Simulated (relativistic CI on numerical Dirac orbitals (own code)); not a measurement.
**Spin-allowed bands of a d3 ion in an octahedral site, by hand**

Problem. Take Δ = 7000 cm⁻¹ and B = 940 cm⁻¹ for a d3 ion in an octahedral site. Calculate the three spin-allowed bands.

Working.
1. The terms of highest spin are 4F (energy 0) and 4P (15B = 14100 cm⁻¹). Here the F term splits into A2 at −1.2Δ = -8400, T2 at −0.2Δ = -1400 and T1 at +0.6Δ = 4200 cm⁻¹.
2. The two T1 states mix through the element 0.4Δ: H = [[4200, 2800], [2800, 14100]], with roots ½(H₁₁ + H₂₂) ∓ ½√[(H₂₂ − H₁₁)² + 4H₁₂²] = ½(18300) ∓ ½(11374) = 3463 and 14837 cm⁻¹.
3. The ground term is 4A2 at -8400 cm⁻¹.
4. Bands: 4T2 7000 cm⁻¹ (1429 nm), 4T1(F) 11863 cm⁻¹ (843 nm), 4T1(P) 23237 cm⁻¹ (430 nm).

Check. Exact diagonalisation of the whole d3 shell with these parameters gives 4T2 7000, 4T1 11863, 4T1 23237 cm⁻¹. The match is exact, since without spin-orbit coupling no other term has this spin. The ratio of the second band to the first, 1.695, depends on Δ/B = 7.4 alone, which is how a Tanabe-Sugano diagram is read.
